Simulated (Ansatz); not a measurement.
The same group exchange along the group Sc, Y.

Isolated molecules relaxed with PBE0-D4/def2-TZVP in Ansatz; ΔE leaves out vibrations. CCSD(T)/CBS adds triple-zeta CCSD(T) − MP2 to the extrapolated MP2 energy (def2 sets, frozen cores). This one scheme is used for every species. Functionals use def2-TZVPP. def2 core potentials past Kr. For Sc, Y outer-core shells are correlated without core-valence functions, which leaves a few kJ/mol of doubt a bond. Scalar relativity is left out up to krypton.

| reaction | PBE0-D4 (kJ/mol) | CCSD(T)/CBS(def2) (kJ/mol) |
| --- | --- | --- |
| `[CH3][Sc]([CH3])[F]` + CH₄ → `[CH3][Sc]([CH3])[CH3]` + H–F | 260 | 254 |
| `[CH3][Y]([CH3])[F]` + CH₄ → `[CH3][Y]([CH3])[CH3]` + H–F | 260 | 261 |

Largest T1 diagnostic: 0.014, for `[CH3][Sc]([CH3])[F]`.
